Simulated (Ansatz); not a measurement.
Input file for Ansatz (a first-principles code): R-r2SCAN/def2-TZVPPD on HBr (SMILES Br) with ghost functions, monomers drawn apart or pushed together. Files ending in .json are basis or fitting sets from the Basis Set Exchange.

Ansatz 0.2 input:
```yaml
crystal:
  periodic: [false, false, false]
  atoms:
    - {symbol: Br, position_ang: [0.99243109, -0.44197295, 4.37200396]}
    - {symbol: H, position_ang: [0.30007896, -0.40816936, 3.08857717]}
basis:
  gaussian:
    orbitals: def2-TZVPPD.json
    ghost_atoms:
      - {symbol: C, position_ang: [0.56061858, -0.27753152, -0.17024474]}
      - {symbol: O, position_ang: [-0.53156918, -0.25314928, 0.75536856]}
      - {symbol: H, position_ang: [0.20021335, -0.23209696, -1.20030305]}
      - {symbol: H, position_ang: [1.07562891, -1.22291512, -0.01576277]}
      - {symbol: H, position_ang: [1.26091662, 0.54109299, 0.01286204]}
      - {symbol: H, position_ang: [-1.01019897, 0.57794457, 0.66183339]}
hamiltonian:
  xc: {name: r2SCAN}
scf: {lower_state_search: off}
```

The head of its log:

```
WARN ansatz: RAYON_NUM_THREADS=2 ignored (pool sized by the plan → 2); use --threads N
Functional definition: r2SCAN
these checks for a lower state are left out or cut short: stability, starts, cluster_reference, orbital_swaps, neighbouring_geometries, increment
integrals: 0.12 GiB planned
1025 factors; their error is unknown
mean field: 0.91 GiB planned
mean field evaluation 1: about -70062.1657 eV, gradient 7.5e0 eV
mean field evaluation 2: about -70062.2382 eV, gradient 4.6e0 eV
```

Task: What total energy does the run end on?

Result: -2574.7415 hartree.
